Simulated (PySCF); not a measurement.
**Stationary points of VNI₂**

All numbers come from PBE0 in PySCF with V def2-SVP, N def2-SVP, I def2-SVP with ECP28; scalar-relativistic core potentials, no spin–orbit coupling; density-fitted integrals.

Relaxations began from a few typed shapes. The search is not exhaustive: other isomers or separated fragments can lie lower, and high-lying points may rest on an excited occupation.

**Question.** Which is the lowest minimum found?
A. singlet C2v: V–I 2.537 Å (×2), V–N 1.492 Å; I–V–I 136.6°, I–V–N 111.7° (×2)
B. singlet C2v: V–I 2.536 Å (×2), V–N 1.492 Å; I–V–I 136.2°, I–V–N 111.9° (×2)
C. singlet Cs: V–I 2.528 Å (×2), V–N 1.494 Å; I–V–I 122.7°, I–V–N 109.9° (×2)

**Answer.** C. The others lie at 1.9 (singlet C2v, a saddle point), 2.1 (singlet C2v, a saddle point) kJ/mol above it.

Formally V is in oxidation state +5, d0. The polar-tensor charge on V, 1.45, is far below the formal one.

For the lowest minimum: stability towards spin polarisation was not tested.
